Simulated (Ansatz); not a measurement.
A structure relaxed at B3LYP-D4/def2-SVP in Ansatz, charge 0, singlet:

```xyz
9

Zr   -0.520   -1.306    0.092
Zr    0.323    1.600    0.493
O     0.998    2.831   -0.843
O     1.187   -0.036    0.544
O    -1.691   -2.417    1.188
O    -0.320   -2.294    1.774
O    -1.243    0.674    0.008
H    -0.088   -2.134   -1.555
H     1.353    3.083   -1.701
```

Task: Give its formula.

Result: the cluster Zr2O5H2.

Task: Summarise the bond lengths by kind (pairs closer than 1.2 times the sum of covalent radii, bridged metal pairs left out).

Result: 7 × O–Zr 1.85 to 2.17 Å; 1 × O–O 1.50 Å; 1 × H–Zr 1.89 Å; 1 × H–O 0.96 Å.

In the def2 sets Zr takes a core potential; there is no spin–orbit coupling. The structure holds 1 bond(s) between oxygen atoms. Another isomer (singlet) lies 4.04 eV lower at PBE0-D4/def2-TZVP; other spin states weren't run for this one.
